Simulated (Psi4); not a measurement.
methylsilane (CH$_{6}$Si), singlet, at a GFN2-xTB geometry; R2SCAN/cc-pVTZ run with Psi4.

Here is a job for Psi4.
```
memory 2 GB

molecule {
0 1
  C    -0.01298196    0.00392095   -1.25022897
  Si    0.00669850   -0.00202315    0.64510011
  H    -0.01147190   -1.00712268   -1.64830101
  H    -0.89650587    0.50641306   -1.63436438
  H     0.85673226    0.51618733   -1.65253877
  H     0.00413621    1.37681588    1.13946736
  H    -1.17977102   -0.70041180    1.14524608
  H     1.21099302   -0.68708334    1.12046299
}

set basis cc-pvtz

energy('r2scan')
print_variables()
```

It wrote (shortened):

```
   => Loading Basis Set <=

    Name: CC-PVTZ
    Role: ORBITAL
    Keyword: BASIS

         ---------------------------------------------------------
                                   SCF
               by Justin Turney, Rob Parrish, Andy Simmonett
                          and Daniel G. A. Smith
                              RKS Reference
         ---------------------------------------------------------

  ==> Geometry <==

    Molecular point group: c1
    Full point group: C1

    Geometry (in Angstrom), charge = 0, multiplicity = 1:

       Center              X                  Y                   Z               Mass
    ------------   -----------------  -----------------  -----------------  -----------------
         C           -0.013321094920     0.004023377723    -1.282889636713    12.000000000000
         SI           0.006359365080    -0.001920722277     0.612439443287    27.976926534650
         H           -0.011811034920    -1.007020252277    -1.680961676713     1.007825032230
         H           -0.896845004920     0.506515487723    -1.667025046713     1.007825032230
         H            0.856393125080     0.516289757723    -1.685199436713     1.007825032230
         H            0.003797075080     1.376918307723     1.106806693287     1.007825032230
         H           -1.180110154920    -0.700309372277     1.112585413287     1.007825032230
         H            1.210653885080    -0.686980912277     1.087802323287     1.007825032230

  Running in c1 symmetry.

  Rotational constants: A =      1.90275  B =      0.35972  C =      0.35972 [cm^-1]
  Rotational constants: A =  57043.07785  B =  10784.20754  C =  10784.20754 [MHz]
  Nuclear repulsion =   62.768125584688484

  Charge       = 0
  Multiplicity = 1
  Electrons    = 26
  Nalpha       = 13
  Nbeta        = 13

  ==> Algorithm <==

  SCF Algorithm Type is DF.
  DIIS enabled.
  MOM disabled.
  Fractional occupation disabled.
  Guess Type is SAD.
  Energy threshold   = 1.00e-06
  Density threshold  = 1.00e-06
  Integral threshold = 1.00e-12

  ==> Primary Basis <==

  Basis Set: CC-PVTZ
    Blend: CC-PVTZ
    Number of shells: 58
    Number of basis functions: 148
    Number of Cartesian functions: 164
    Spherical Harmonics?: true
    Max angular momentum: 3

  ==> DFT Potential <==

   => LibXC <=

    Version 7.1.2
    S. Lehtola, C. Steigemann, M. J. T. Oliveira, and M. A. L. Marques,  SoftwareX 7, 1–5 (2018) (10.1016/j.softx.2017.11.002)

   => Composite Functional: R2SCAN <=

    r2SCAN Meta-GGA XC Functional  (0.1021/acs.jpclett.0c02405)
    J. W. Furness, A. D. Kaplan, J. Ning, J. P. Perdew, J. Sun  J. Phys. Chem. Lett.  11, 8208–8215, 2020

    Deriv               =              1
    GGA                 =           TRUE
    Meta                =           TRUE

    Exchange Hybrid     =          FALSE
    MP2 Hybrid          =          FALSE

   => Exchange Functionals <=

    1.0000   XC_MGGA_X_R2SCAN

   => Correlation Functionals <=

    1.0000   XC_MGGA_C_R2SCAN

   => LibXC Density Thresholds  <==

    XC_MGGA_C_R2SCAN:  1.00E-15
    XC_MGGA_X_R2SCAN:  1.00E-11

   => Molecular Quadrature <=

    Radial Scheme          =       TREUTLER
    Pruning Scheme         =           NONE
    Nuclear Scheme         =       TREUTLER

    Blocking Scheme        =         OCTREE
    BS radius alpha        =              1
    Pruning alpha          =              1
    Radial Points          =             75
    Spherical Points       =            302
    Total Points           =         173597
    Total Blocks           =           1370
    Max Points             =            255
    Max Functions          =            148
    Weights Tolerance      =       1.00E-15

   => Loading Basis Set <=

    Name: (CC-PVTZ AUX)
    Role: JKFIT
    Keyword: DF_BASIS_SCF

  ==> Integral Setup <==

  SCF_SUBTYPE=INCORE selected. In-core MEM_DF algorithm will be used.
  Using in-core AOs.

  ==> MemDFJK: Density-Fitted J/K Matrices <==

    J tasked:                   Yes
    K tasked:                    No
    wK tasked:                   No
    Algorithm:                 Core
    Schwarz Cutoff:           1E-12
    Mask sparsity (%):       0.4109
    Fitting Condition:        1E-10

   => Auxiliary Basis Set <=

  Basis Set: (CC-PVTZ AUX)
    Blend: CC-PVTZ-JKFIT
    Number of shells: 122
    Number of basis functions: 380
    Number of Cartesian functions: 451
    Spherical Harmonics?: true
    Max angular momentum: 4

  Minimum eigenvalue in the overlap matrix is 1.7275950966E-03.
  Reciprocal condition number of the overlap matrix is 2.5082989779E-04.
    Using symmetric orthogonalization.

  ==> Pre-Iterations <==

  SCF Guess: Superposition of Atomic Densities via on-the-fly atomic UHF (no occupation information).

   -------------------------
    Irrep   Nso     Nmo
   -------------------------
     A        148     148
   -------------------------
    Total     148     148
   -------------------------

  ==> Iterations <==

                           Total Energy        Delta E     RMS |[F,P]|

   @DF-RKS iter SAD:  -330.65666661290606   -3.30657e+02   0.00000e+00
   @DF-RKS iter   1:  -330.86842466215353   -2.11758e-01   5.35234e-03 DIIS/ADIIS
   @DF-RKS iter   2:  -330.63546084085345    2.32964e-01   6.23911e-03 DIIS/ADIIS
   @DF-RKS iter   3:  -331.16632121566596   -5.30860e-01   7.14965e-04 DIIS/ADIIS
   @DF-RKS iter   4:  -331.17337450190399   -7.05329e-03   1.59920e-04 DIIS/ADIIS
   @DF-RKS iter   5:  -331.17369886452531   -3.24363e-04   3.64166e-05 DIIS
   @DF-RKS iter   6:  -331.17371480302182   -1.59385e-05   1.00016e-05 DIIS
   @DF-RKS iter   7:  -331.17371613685708   -1.33384e-06   1.08639e-06 DIIS
   @DF-RKS iter   8:  -331.17371615467954   -1.78225e-08   1.74754e-07 DIIS
  Energy and wave function converged.

  ==> Post-Iterations <==

   Electrons on quadrature grid:
      Ntotal   =   26.0000013065 ; deviation = 1.307e-06

    Orbital Energies [Eh]
    ---------------------

    Doubly Occupied:

[...]
      13A     -0.297947

    Virtual:

[...]
    Final Occupation by Irrep:
              A
    DOCC [    13 ]
    NA   [    13 ]
    NB   [    13 ]

  @DF-RKS Final Energy:  -331.17371615467954

   => Energetics <=

    Nuclear Repulsion Energy =             62.7681255846884838
    One-Electron Energy =                -580.6302692810852477
    Two-Electron Energy =                 215.2252862241368803
    DFT Exchange-Correlation Energy =     -28.5368586824196591
    Empirical Dispersion Energy =           0.0000000000000000
    VV10 Nonlocal Energy =                  0.0000000000000000
    Total Energy =                       -331.1737161546795392

Computation Completed

Properties will be evaluated at   0.000000,   0.000000,   0.000000 [a0]

Properties computed using the SCF density matrix

 Multipole Moments:

 ------------------------------------------------------------------------------------
     Multipole            Electronic (a.u.)      Nuclear  (a.u.)        Total (a.u.)
 ------------------------------------------------------------------------------------

 L = 1.  Multiply by 2.5417464519 to convert [e a0] to [Debye]
 Dipole X            :          0.0139293           -0.0166628           -0.0027335
 Dipole Y            :         -0.0042172            0.0050327            0.0008155
 Dipole Z            :          1.3406175           -1.6047126           -0.2640952
 Magnitude           :                                                    0.2641106

 ------------------------------------------------------------------------------------

  Variable Map:
  ----------------------------------------------------------------------------
[...]
  Array Variable Map:
  ----------------------------------------------------------------------------
[...]
[...]
```
